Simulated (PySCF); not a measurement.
# Electric field gradients and quadrupole coupling constants

C2H5BF3 (charge -1).
Structure used (PBE0-D3(BJ)/def2-SVP), in Å, numbered top down from 1:
```xyz
11
C2H5BF3 angstrom
B     -1.2989    0.5184    0.4151
C     -0.1111   -0.5989    0.1388
C      1.2663   -0.0774   -0.0561
F      1.3882    0.7600   -1.1038
F      2.1875   -1.0656   -0.2979
F      1.7536    0.5824    1.0125
H     -1.0547    1.1699    1.4481
H     -1.4036    1.2939   -0.5536
H     -2.3760   -0.0950    0.5650
H     -0.0396   -1.3152    0.9768
H     -0.3320   -1.1960   -0.7640
```

Field gradients from the PBE0/pcSseg-1 density (PySCF, non-relativistic), principal values in atomic units, ordered |Vxx| ≤ |Vyy| ≤ |Vzz|:

```json
{"atom": "B1", "Vxx": "-0.0173", "Vyy": "-0.0287", "Vzz": "0.0459"}
```

Find the asymmetry η = (Vxx − Vyy)/Vzz and the couplings χ = eQV/h (234.96 MHz × Q in barn × V in au), with Q(11B) = 0.04059 b.

```
atom            environment  nucleus     η  χzz (MHz)  χxx (MHz)  χyy (MHz)
  B1  four-coordinate boron      11B  0.25      0.438     -0.165     -0.274
```

The tensor is traceless: Vxx + Vyy + Vzz = 0.

What is Vzz at B1 in SI units (1 au = 9.71736 × 10²¹ V/m²)?

0.0459 au = 0.447 × 10²¹ V/m².

Were the hydrogens deuterons (Q(2H) = 0.00286 b), χzz would run from 125 kHz (H9 and H7) to 197 kHz (H10 and H11).

Geometry: PBE0-D3(BJ)/def2-SVP; no solvent, vibrations or thermal averaging. The pcSseg-1 basis has no diffuse functions, a weakness for an anion. With so small a basis the couplings can be 20 % off.
